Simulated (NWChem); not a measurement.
Species: C₃H₇Si, doublet; SMILES C1C[SiH]C1

```xyz
11

C      0.2183     1.2432     0.0000
C     -0.1753     0.3546     1.2097
Si    -0.0085    -1.1122     0.0000
C     -0.1753     0.3546    -1.2097
H      1.3073     1.4105     0.0000
H     -0.2628     2.2380     0.0000
H     -1.2215     0.5232     1.5100
H      0.4626     0.4227     2.1021
H      1.3863    -1.6839     0.0000
H      0.4626     0.4227    -2.1021
H     -1.2215     0.5232    -1.5100
```
Atoms are numbered in this order, from 1.

Program: NWChem. Spin-unrestricted. In the optimisation the excess spin sits in a' (Cs, its own frame). Coordinates come from a PBE0/def2-SVP, spin-unrestricted optimisation. No stability test was run on the SCF state.

For level PBE/pcseg-2:

highest occupied level (eV): -4.58

Estimate the same quantities for level PBE/3-21G.


- highest occupied level (eV) = -4.43
